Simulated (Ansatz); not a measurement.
Gas-phase electronic energies from Ansatz, PBE0-D4/def2-TZVP geometries. CCSD(T)/CBS is the MP2 limit (def2-TZVPP, def2-QZVPP) plus CCSD(T) − MP2 in def2-TZVPP, frozen cores. This one scheme is used for every species. Functionals use def2-TZVPP. B3LYP here is the variant with VWN-RPA as its local correlation; programs differ in this. One conformer a species, not always the lowest.

Consider the ligand exchange at the Si–Cl bond: `F[SiH]([SiH3])Cl` + PH₃ → `F[SiH]([SiH3])P` + HCl.

Is it downhill or uphill in electronic energy at CCSD(T)/CBS, and by how much? (Estimate.)

The calculation gave: Uphill: ΔE = +19.4 kcal/mol.

What do these levels give: LDA (SPW92), revPBE-D4, BLYP-D4, B3LYP-D4, ωB97M-V, B2PLYP, r2SCAN, r2SCAN0, LC-ωPBE, MP2/def2-SVP, HF/def2-TZVPP, SCS-MP2/def2-TZVPP? (Estimate.)

Computed: LDA (SPW92) 17.1, revPBE-D4 16.8, BLYP-D4 19.0, B3LYP-D4 19.6, ωB97M-V 20.5, B2PLYP 20.7, r2SCAN 19.4, r2SCAN0 19.8, LC-ωPBE 19.3, MP2/def2-SVP 20.5, HF/def2-TZVPP 23.9, SCS-MP2/def2-TZVPP 20.9 kcal/mol.

Largest T1 diagnostic among the species: 0.014.

Leaving LDA and LC-ωPBE aside and taking each functional with its dispersion term where it has one, the values, not all of them listed here, spread over 4.1 kcal/mol, from revPBE-D4 to BHLYP-D4. The D4 term adds −1.0 kcal/mol with B3LYP and −0.6 kcal/mol with PBE0; it sums over pairs of atoms, weighted by their polarisabilities, and B3LYP, whose exchange is more repulsive, gets the larger term.
